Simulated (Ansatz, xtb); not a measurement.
## FGaH6Si2: which of two isomers lies lower

Structure a: `[F][GaH][SiH2][SiH3]`, a singlet. Structure b: `F[SiH2][GaH][SiH3]`, a singlet. Both are isolated molecules in the gas phase, relaxed with PBE0-D3(BJ)/pcseg-1; the shapes shown needn't be the lowest conformers.

a (Å):

```yaml
atoms:
  - { symbol: F, position_ang: [-3.9331, -0.2545, -0.3271] }
  - { symbol: Ga, position_ang: [-2.6232, -1.0907, -1.2245] }
  - { symbol: Si, position_ang: [-0.9337, 0.4564, -1.9430] }
  - { symbol: Si, position_ang: [-1.4792, 2.6332, -1.2714] }
  - { symbol: H, position_ang: [-2.8808, -2.6278, -1.3324] }
  - { symbol: H, position_ang: [0.3793, 0.0316, -1.3631] }
  - { symbol: H, position_ang: [-0.8111, 0.3716, -3.4325] }
  - { symbol: H, position_ang: [-0.4261, 3.5937, -1.7196] }
  - { symbol: H, position_ang: [-1.5827, 2.6849, 0.2156] }
  - { symbol: H, position_ang: [-2.7851, 3.0282, -1.8743] }
```

b (Å):

```xyz
10

F    -2.3232    2.1220   -0.3434
Ga    0.6347    0.4600   -0.5785
Si   -1.3561    1.1674    0.5822
Si    2.2362   -0.9601    0.5396
H    -2.1764   -0.0091    1.0063
H    -1.0120    1.9494    1.8097
H     0.9122    0.9027   -2.0588
H     1.8626   -1.2556    1.9565
H     3.5863   -0.3150    0.5415
H     2.3515   -2.2627   -0.1882
```

Q: Which of the two would you expect CCSD(T)/def2-SVP + ΔMP2/def2-TZVPP electronic energies to favour?

A: Not settled: CCSD(T)/def2-SVP + ΔMP2/def2-TZVPP gives E(b) − E(a) = −4.8 kcal/mol, but this leans on the basis-set step: CCSD(T) alone gives +0.5 kcal/mol.

How the difference moves with the method:

```json
{"level": "PBE0-D3(BJ)/pcseg-1", "geometry": "PBE0-D3(BJ)/pcseg-1", "E(b) − E(a) (kcal/mol)": "0.0", "departure from the last row (kcal/mol)": "+4.9", "job, with rough time for the two": "optimisation, 2.5 min"}
{"level": "HF/def2-SVP", "geometry": "PBE0-D3(BJ)/pcseg-1", "E(b) − E(a) (kcal/mol)": "−2.0", "departure from the last row (kcal/mol)": "+2.8", "job, with rough time for the two": "part of the CCSD(T) run"}
{"level": "MP2/def2-SVP", "geometry": "PBE0-D3(BJ)/pcseg-1", "E(b) − E(a) (kcal/mol)": "+0.6", "departure from the last row (kcal/mol)": "+5.4", "job, with rough time for the two": "part of the CCSD(T) run"}
{"level": "CCSD(T)/def2-SVP", "geometry": "PBE0-D3(BJ)/pcseg-1", "E(b) − E(a) (kcal/mol)": "+0.5", "departure from the last row (kcal/mol)": "+5.4", "job, with rough time for the two": "single point"}
{"level": "CCSD(T)/def2-SVP + ΔMP2/def2-TZVPP", "geometry": "PBE0-D3(BJ)/pcseg-1", "E(b) − E(a) (kcal/mol)": "−4.8", "departure from the last row (kcal/mol)": "", "job, with rough time for the two": "single point, 19 s"}
```

As drawn, b has 1 F–Si, 1 Ga–Si in place of 1 F–Ga, 1 Si–Si.

MP2/def2-SVP, CCSD(T)/def2-SVP put the two in the other order. PBE0-D3(BJ)/pcseg-1 finds them nearly level. The largest departure from CCSD(T)/def2-SVP + ΔMP2/def2-TZVPP is that of MP2/def2-SVP, 5.4 kcal/mol. Levels run at GFN2-xTB geometries aren't shown. The last row adds to CCSD(T) the change of the MP2 difference between the two basis sets, here −5.4 kcal/mol, a large step that makes the value less sure.

With harmonic frequencies from PBE0-D3(BJ)/pcseg-1 (ideal gas, rigid rotor, one conformer each, 298.15 K, 1 atm): on the last row, ΔE + ΔZPE = −4.7 kcal/mol. A mode under 50 cm⁻¹ makes harmonic enthalpies and free energies unreliable, so none is given.

The correlated steps freeze 20 core orbitals; the filled d shell of Ga is correlated, in a basis made for valence electrons. Programs: Ansatz 0.2.0; the last row on 2 threads of Intel(R) Xeon(R) 6975P-C (Granite Rapids) on a shared host.
